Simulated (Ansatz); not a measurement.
CH₄Cl₂SeSn, SMILES `C[Se][SnH]([Cl])[Cl]`. Total charge 0; spin multiplicity 1. Sn: def2 effective core potential.

```xyz
9

C    -1.3021    1.0483   -0.1746
Se    0.5372    1.5430    0.2913
Sn    1.4284   -0.7795    0.2334
Cl    0.1768   -2.0975    1.6829
Cl    0.9827   -1.7017   -1.8536
H    -1.3268    0.5824   -1.1569
H    -1.7153    0.3877    0.5839
H    -1.8582    1.9840   -0.1941
H     3.0773   -0.9667    0.5878
```

(1) List the harmonic frequencies (cm⁻¹, unscaled) at PBE0-D4/def2-TZVP in Ansatz. (Estimate.)

(2) Is this a minimum?

(3) Give the ideal-gas thermochemistry at 298.15 K and 1 bar (rigid rotor, harmonic oscillator; point group Cs, symmetry number 1).

(4) And at 400, 500, 600, 800 and 1000 K?

(5) Rotational constants (cm⁻¹)?

Answers

(1) Computed: 33, 85, 89, 115, 133, 169, 255, 370, 371, 542, 556, 601, 926, 933, 1310, 1460, 1470, 1978, 3082, 3184, 3193.

(2) Yes, all 21 modes are real.

(3) Zero-point energy 124.7 kJ/mol; H(298) − E = 150.9 kJ/mol; entropy 421.0 J/(mol·K), of which translation 179.3, rotation 127.4, vibration 114.3; G(298) − E = 25.4 kJ/mol. Modes under 100 cm⁻¹ are hindered rotations or soft bends, so the harmonic entropy is rough.

(4) 
```json
{"T (K)": "400", "H − E (kJ/mol)": "164.0", "S (J/mol/K)": "458.5", "G − E (kJ/mol)": "-19.5"}
{"T (K)": "500", "H − E (kJ/mol)": "177.9", "S (J/mol/K)": "489.5", "G − E (kJ/mol)": "-66.9"}
{"T (K)": "600", "H − E (kJ/mol)": "192.7", "S (J/mol/K)": "516.5", "G − E (kJ/mol)": "-117.2"}
{"T (K)": "800", "H − E (kJ/mol)": "224.3", "S (J/mol/K)": "562.0", "G − E (kJ/mol)": "-225.2"}
{"T (K)": "1000", "H − E (kJ/mol)": "258.1", "S (J/mol/K)": "599.6", "G − E (kJ/mol)": "-341.5"}
```

(5) 0.04768, 0.02611, 0.02197.
